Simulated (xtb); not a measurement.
Job for xtb: GFN2-xTB on CH6GeO2 (SMILES C[O][GeH2][OH]), a point of a torsion scan.

```
$ xtb mol.xyz --gfn 2 --opt vtight --chrg 0 --uhf 0 --input xcontrol
10

C      1.43470665    -0.17654570    -0.07242526
O      0.74904201     0.98979306     0.29619019
Ge    -0.99259069     0.61763947     0.26350383
O     -1.25992508    -0.70694252     1.43666948
H      2.05619463    -0.01029591    -0.97954872
H      2.05344553    -0.45775920     0.81571928
H      0.75140948    -1.02202991    -0.25589384
H     -1.86095124     1.86121885     0.58703195
H     -1.34960346     0.18286143    -1.18548433
H     -1.83726959    -0.35043129     2.15007876
$constrain
  force constant=1.0
  dihedral: 1,2,3,4,60.0
$end
```

The log:

```
[...]
           -------------------------------------------------
          |                Calculation Setup                |
           -------------------------------------------------



molecular fragmentation (1/2 indicates fragments):
1111112121
# atoms in fragment 1/2:     8     2
 fragment masses (1/2) :      120.67        2.02
CMA distance (Bohr)    :   2.661
constraining FC (au)   :  1.0000

           -------------------------------------------------
          |                 G F N 2 - x T B                 |
           -------------------------------------------------

        Reference                      10.1021/acs.jctc.8b01176
      * Hamiltonian:
        H0-scaling (s, p, d)           1.850000    2.230000    2.230000
        zeta-weighting                 0.500000
      * Dispersion:
        s8                             2.700000
        a1                             0.520000
        a2                             5.000000
        s9                             5.000000
      * Repulsion:
        kExp                           1.500000    1.000000
        rExp                           1.000000
      * Coulomb:
        alpha                          2.000000
        third order                    shell-resolved
        anisotropic                    true
        a3                             3.000000
        a5                             4.000000
        cn-shift                       1.200000
        cn-exp                         4.000000
        max-rad                        5.000000


          ...................................................
          :                      SETUP                      :
          :.................................................:
          :  # basis functions                  28          :
          :  # atomic orbitals                  27          :
          :  # shells                           15          :
          :  # electrons                        26          :
          :  max. iterations                   250          :
          :  Hamiltonian                  GFN2-xTB          :
          :  restarted?                      false          :
          :  GBSA solvation                  false          :
          :  PC potential                    false          :
          :  electronic temp.          300.0000000     K    :
          :  accuracy                    1.0000000          :
          :  -> integral cutoff          0.2500000E+02      :
          :  -> integral neglect         0.1000000E-07      :
          :  -> SCF convergence          0.1000000E-05 Eh   :
          :  -> wf. convergence          0.1000000E-03 e    :
          :  Broyden damping             0.4000000          :
          :  net charge                          0          :
          :  unpaired electrons                  0          :
          ...................................................

 iter      E             dE          RMSdq      gap      omega  full diag
   1    -15.1581334 -0.151581E+02  0.557E+00    6.26       0.0  T
   2    -15.1621276 -0.399418E-02  0.742E+00    8.64       1.0  T
   3    -15.3142937 -0.152166E+00  0.504E+00    8.14       1.0  T
   4    -15.3473002 -0.330065E-01  0.793E-01    7.71       1.0  T
   5    -15.3526792 -0.537893E-02  0.374E-01    7.52       1.0  T
   6    -15.3529497 -0.270504E-03  0.138E-01    7.60       1.0  T
   7    -15.3529575 -0.782133E-05  0.830E-02    7.60       1.0  T
   8    -15.3529641 -0.657441E-05  0.137E-02    7.59       2.3  T
   9    -15.3529642 -0.110906E-06  0.470E-03    7.59       6.7  T
  10    -15.3529642 -0.771630E-08  0.100E-03    7.59      31.5  T
  11    -15.3529642 -0.110263E-08  0.250E-04    7.59     126.4  T
  12    -15.3529642 -0.966622E-10  0.882E-05    7.59     358.5  T

   *** convergence criteria satisfied after 12 iterations ***

         #    Occupation            Energy/Eh            Energy/eV
      -------------------------------------------------------------
         1        2.0000           -0.7012163             -19.0811
       ...           ...                  ...                  ...
         7        2.0000           -0.5260031             -14.3133
         8        2.0000           -0.5213486             -14.1866
         9        2.0000           -0.4841314             -13.1739
        10        2.0000           -0.4748842             -12.9223
        11        2.0000           -0.4420214             -12.0280
        12        2.0000           -0.4309870             -11.7278
        13        2.0000           -0.4175795             -11.3629 (HOMO)
        14                         -0.1384991              -3.7688 (LUMO)
        15                         -0.1114823              -3.0336
        16                         -0.0885859              -2.4105
        17                         -0.0623011              -1.6953
        18                          0.0317753               0.8647
       ...                                ...                  ...
        2
[...]
   ::                     SUMMARY                     ::
         :::::::::::::::::::::::::::::::::::::::::::::::::::::
         :: total energy             -15.289947818225 Eh    ::
         :: gradient norm              0.000083245155 Eh/a0 ::
         :: HOMO-LUMO gap              8.221180466283 eV    ::
         ::.................................................::
         :: SCC energy               -15.386160184252 Eh    ::
         :: -> isotropic ES            0.038367613092 Eh    ::
         :: -> anisotropic ES          0.000816956551 Eh    ::
         :: -> anisotropic XC          0.001520639642 Eh    ::
         :: -> dispersion             -0.004500625099 Eh    ::
         :: repulsion energy           0.096212344024 Eh    ::
         :: add. restraining           0.000000022003 Eh    ::
         :: total charge              -0.000000000000 e     ::
         :::::::::::::::::::::::::::::::::::::::::::::::::::::

           -------------------------------------------------
          |                Property Printout                |
           -------------------------------------------------

    * Orbital Energies and Occupations

         #    Occupation            Energy/Eh            Energy/eV
      -------------------------------------------------------------
         1        2.0000           -0.6986585             -19.0115
         2        2.0000           -0.6809671             -18.5301
         3        2.0000           -0.6469468             -17.6043
         4        2.0000           -0.6036783             -16.4269
         5        2.0000           -0.5571585             -15.1611
         6        2.0000           -0.5296296             -14.4120
         7        2.0000           -0.5275496             -14.3554
         8        2.0000           -0.5165556             -14.0562
         9        2.0000           -0.4787272             -13.0268
        10        2.0000           -0.4776968             -12.9988
        11        2.0000           -0.4392287             -11.9520
        12        2.0000           -0.4280825             -11.6487
        13        2.0000           -0.4201961             -11.4341 (HOMO)
        14                         -0.1180733              -3.2129 (LUMO)
        15                         -0.0982234              -2.6728
        16                         -0.0706132              -1.9215
        17                         -0.0389370              -1.0595
        18                          0.0532077               1.4479
        19                          0.0839041               2.2831
        20                          0.1330734               3.6211
        21                          0.1708320               4.6486
        22                          0.2066328               5.6228
        23                          0.2126180               5.7856
        24                          0.2730434               7.4299
       ...                                ...                  ...
        27                          1.0977767              29.8720
      -------------------------------------------------------------
                  HL-Gap            0.3021228 Eh            8.2212 eV
             Fermi-level           -0.2691347 Eh           -7.3235 eV

     #   Z          covCN         q      C6AA      α(0)
     1   6 C        3.665     0.050    19.994     6.413
     2   8 O        1.630    -0.357    20.044     6.043
     3  32 Ge       3.486     0.301   168.335    23.435
     4   8 O        1.587    -0.455    21.987     6.328
     5   1 H        0.924     0.034     2.524     2.484
     6   1 H        0.924     0.048     2.347     2.396
     7   1 H        0.924     0.035     2.521     2.483
     8   1 H        0.939     0.012     2.849     2.639
     9   1 H        0.938     0.016     2.799     2.616
    10   1 H        0.810     0.316     0.672     1.288

 Mol. C6AA /au·bohr⁶  :       1240.862478
 Mol. C8AA /au·bohr⁸  :      47935.950934
 Mol. α(0) /au        :         56.124992


Wiberg/Mayer (AO) data.
largest (>0.10) Wiberg bond orders for each atom

 ---------------------------------------------------------------------------
     #   Z sym  total        # sym  WBO       # sym  WBO       # sym  WBO
 ---------------------------------------------------------------------------
     1   6 C    3.951 --     5 H    0.984     2 O    0.983     7 H    0.981
                             6 H    0.980
     2   8 O    2.264 --     3 Ge   1.091     1 C    0.983
     3  32 Ge   3.911 --     4 O    1.172     2 O    1.091     8 H    0.800
                             9 H    0.799
     4   8 O    2.210 --     3 Ge   1.172    10 H    0.871
     5   1 H    0.999 --     1 C    0.984
     6   1 H    0.998 --     1 C    0.980
     7   1 H    0.999 --     1 C    0.981
     8   1 H    1.000 --     3 Ge   0.800
     9   1 H    1.000 --     3 Ge   0.799
    10   1 H    0.900 --     4 O    0.871
 ---------------------------------------------------------------------------

Topologies differ in total number of bonds
Writing topology from bond orders to xtbtopo.mol

molecular dipole:
                 x           y           z       tot (Debye)
 q only:        0.050      -0.055       0.098
   full:        0.230      -0.193       0.177       0.886
molecular quadrupole (traceless):
                xx          xy          yy          xz          yz          zz
 q only:       -0.722      -3.802      -1.748      -0.809      -0.929       2.470
  q+dip:       -2.852      -3.034      -2.075      -0.618      -0.665       4.927
   full:       -1.884      -4.122      -2.660      -1.158      -1.107       4.544

           -------------------------------------------------
          |                Geometry Summary                 |
           -------------------------------------------------

      molecular mass/u    :      122.6847404
   center of mass at/Å    :       -0.7013581       0.4138250       0.2998744
  moments of inertia/u·Å² :        0.5433704E+02   0.1534320E+03   0.1895238E+03
rotational constants/cm⁻¹ :        0.3102420E+00   0.1098704E+00   0.8894730E-01

 * 9 selected distances

     #   Z          #   Z                                           value/Å
     1   6 C        2   8 O                                       1.4110292
     2   8 O        3  32 Ge                                      1.7548097 (max)
     3  32 Ge       4   8 O                                       1.7379961
     1   6 C        5   1 H                                       1.0923941
     1   6 C        6   1 H                                       1.0913568
     1   6 C        7   1 H                                       1.0936200
     3  32 Ge       8   1 H                                       1.4937553
Note: The following floating-point exceptions are signalling: IEEE_UNDERFLOW_FLAG IEEE_DENORMAL
normal termination of xtb
     3  32 Ge       9   1 H                                       1.4972293
     4   8 O       10   1 H                                       0.9559283 (min)

 * 5 distinct bonds (by element types)

   Z      Z             #   av. dist./Å        max./Å        min./Å
   1 H    6 C           3     1.0924569     1.0936200     1.0913568
   1 H    8 O           1     0.9559283     0.9559283     0.9559283
   6 C    8 O           1     1.4110292     1.4110292     1.4110292
   1 H   32 Ge          2     1.4954923     1.4972293     1.4937553
   8 O   32 Ge          2     1.7464029     1.7548097     1.7379961


optimized geometry written to: xtbopt.xyz


           -------------------------------------------------
          | TOTAL ENERGY              -15.289947818225 Eh   |
          | GRADIENT NORM               0.000083245155 Eh/α |
          | HOMO-LUMO GAP               8.221180466283 eV   |
           -------------------------------------------------

------------------------------------------------------------------------
------------------------------------------------------------------------
 total:
 SCF:
 ANC optimizer:
```

The run finished.

Warnings raised: the energy holds the restraint's term.

Cost: around 0.15 core-seconds (rough).
